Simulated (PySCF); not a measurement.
C₅H₉N, SMILES C#C[C@@H](C)CN. Coordinates come from a PBE0-D3(BJ)/def2-SVP optimisation. The structure was generated by enumeration; whether it is a known compound was not checked. The values are those of a single conformer.

Computed equilibrium geometry at PBE0-D3(BJ)/def2-SVP (PySCF confirms it by a frequency run) as bond lengths and angles (one conformer of several):
Atoms: C1 C2 C3 C4 C5 N6 H7 H8 H9 H10 H11 H12 H13 H14 H15. Bonded distances (Å): C1–C2 1.212, C1–H7 1.074, C2–C3 1.464, C3–C4 1.530, C3–C5 1.538, C3–H8 1.105, C4–H9 1.098, C4–H10 1.101, C4–H11 1.099, C5–N6 1.445, C5–H12 1.110, C5–H13 1.103, N6–H14 1.017, N6–H15 1.019. Angles (°): C2–C1–H7 179.1, C1–C2–C3 178.4, C2–C3–C4 111.5, C2–C3–C5 110.2, C2–C3–H8 107.0, C4–C3–C5 112.1, C4–C3–H8 108.9, C5–C3–H8 107.0, C3–C4–H9 109.8, C3–C4–H10 110.0, C3–C4–H11 111.2, H9–C4–H10 108.1, H9–C4–H11 109.1, H10–C4–H11 108.5, C3–C5–N6 111.0, C3–C5–H12 107.9, C3–C5–H13 107.6, N6–C5–H12 114.7, N6–C5–H13 108.7, H12–C5–H13 106.6, C5–N6–H14 110.8, C5–N6–H15 109.7, H14–N6–H15 106.9.
Charge 0, spin multiplicity 1.
